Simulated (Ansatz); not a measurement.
A nudged elastic band was laid between two geometries of H2O + H4Sn (8 atoms, charge 0, multiplicity 1).

Level of theory: RKS BLYP/def2-SVP in Ansatz.

```yaml
movable_images: 7
climbing_image: yes
spring: 5.0 eV/Å²
optimiser: quadratic models (default)
start_path: through a guess of the saddle point
force_threshold: 0.05 eV/Å
iteration_limit: 60
end_points: relaxed
```

Initial state:

```xyz
8
Properties=species:S:1:pos:R:3
Sn 0.361 0.044 -0.150
H 0.378 -0.092 1.578
H 2.016 -0.021 -0.687
H -0.322 1.546 -0.653
H -0.472 -1.304 -0.846
O -2.691 0.030 1.031
H -2.803 -0.936 0.923
H -2.364 0.104 1.950
```

Final state:

```xyz
8
Properties=species:S:1:pos:R:3
Sn -0.150 -0.062 -0.915
H -1.575 0.480 3.650
H 1.401 -0.616 -0.356
H -0.182 1.637 -1.213
H -0.677 -0.983 -2.294
O -1.526 -0.258 0.571
H -1.636 -1.200 0.816
H -1.553 0.371 2.888
```

(1) Which bonds break or form, and what moves?

(2) What energy profile does the band end with?

(3) What is the geometry of the highest image?

(4) What are the harmonic wavenumbers there?

## Answers

(1) Bonds broken: Sn1–H2, O6–H8. Bonds formed: Sn1–O6, H2–H8. H2O + H4Sn becomes H2 + H4OSn.

(2) The forces met the threshold. The highest image is number 3 of 0 to 8, 137.1 kJ/mol above the first end and 126.8 kJ/mol above the last; the last end lies 10.2 kJ/mol above the first. A vibrational analysis at the climbing image gives one clearly imaginary mode, 1264i cm⁻¹: a first-order saddle point. The orbitals stay closed-shell, which can raise the energy where a bond breaks towards radicals; this wasn't checked here.

```csv
image,path coordinate (Å),energy (kJ/mol),Sn1–H2 (Å),O6–H8 (Å),Sn1–O6 (Å)
0,0.00,0.0,1.73,0.98,3.27
1,0.98,6.3,1.74,0.98,3.33
2,1.96,38.7,1.78,0.99,2.88
3,2.94,137.1,2.15,1.22,2.25
4,3.68,51.6,2.66,1.79,2.08
5,4.41,18.2,3.33,2.21,2.04
6,5.15,12.7,3.96,2.37,2.04
7,5.89,10.8,4.43,2.40,2.04
8,6.62,10.2,4.81,2.40,2.03
```

(3) 
```xyz
8
Properties=species:S:1:pos:R:3
Sn -0.207 0.046 -0.265
H -0.361 0.733 1.771
H 1.323 -0.633 0.192
H -0.198 1.676 -0.842
H -0.861 -0.988 -1.517
O -2.053 -0.364 0.950
H -2.272 -1.298 1.167
H -1.267 0.199 1.690
```

(4) 1264i, 152, 352, 412, 504, 622, 633, 698, 727, 780, 797, 1318, 1558, 1684, 1774, 1810, 1850, 3593 cm⁻¹.

The run took 6.5 min on 1 thread of Arm Neoverse V1, on a shared host, peak memory 0.12 GiB.
